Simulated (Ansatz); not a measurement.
Geometry optimisation of CuLi (`[Li][Cu]`).

```yaml
crystal:
  periodic: [false, false, false]
  atoms:
    - {symbol: Li, position_ang: [0.966630, -0.323070, 0.495310]}
    - {symbol: Cu, position_ang: [-0.966630, 0.323070, -0.495310]}
basis:
  gaussian: {orbitals: def2-TZVP}
hamiltonian: {xc: pbe0, dispersion: d4}
relax: {f_tol: 0.005, max_steps: 150}
```

```sh
$ ansatz run in.yaml --threads 2 --pin off --events-out ev --progress --plain --max-ram 32768MiB --backend cpu
```

Output, abridged:

```
Functional definition: PBE0
mean field -44838.09474209 eV, -1647.7695894195 hartree, gradient 6.6e-5 eV, S^2 0.000000; 0 other end points of the search recorded, 0 dependent functions left out
relax step   1: F+E_penalty+E_count = -44838.10588174 eV  Δ(F+E_penalty+E_count) = +0.000e0 eV  max|allowed force component| = 1.583e-1 eV/Å  Δτ_max = 0.0000 Å  (26 SCF iters, accepted)
mean field -44838.09850444 eV, -1647.7697276836 hartree, gradient 1.4e-5 eV, S^2 0.000000; 0 other end points of the search recorded, 0 dependent functions left out
relax step   2: F+E_penalty+E_count = -44838.10965462 eV  Δ(F+E_penalty+E_count) = -3.773e-3 eV  max|allowed force component| = 7.141e-2 eV/Å  Δτ_max = 0.0141 Å  (27 SCF iters, accepted)
mean field -44838.09952473 eV, -1647.7697651782 hartree, gradient 1.6e-5 eV, S^2 0.000000; 0 other end points of the search recorded, 0 dependent functions left out
relax step   3: F+E_penalty+E_count = -44838.11068660 eV  Δ(F+E_penalty+E_count) = -1.032e-3 eV  max|allowed force component| = 4.939e-4 eV/Å  Δτ_max = 0.0124 Å  (26 SCF iters, accepted)
mean field -44838.09952473 eV, -1647.7697651782 hartree, gradient 1.6e-5 eV, S^2 0.000000; 1 other end points of the search recorded, 0 dependent functions left out
Total energy: -44838.11071288 eV, -1647.7701763352 hartree
Atom 0 at     0.989208    -0.330616     0.506879 Å, force     0.000494    -0.000165     0.000253 eV/Å
Atom 1 at    -0.989208     0.330616    -0.506879 Å, force    -0.000494     0.000165    -0.000253 eV/Å
Dipole moment:     0.772004    -0.258021     0.395582 e Å
```

Run time 4.2 s (2 threads of an AMD EPYC 7R13 on a shared host); peak host memory 0.16 GiB.
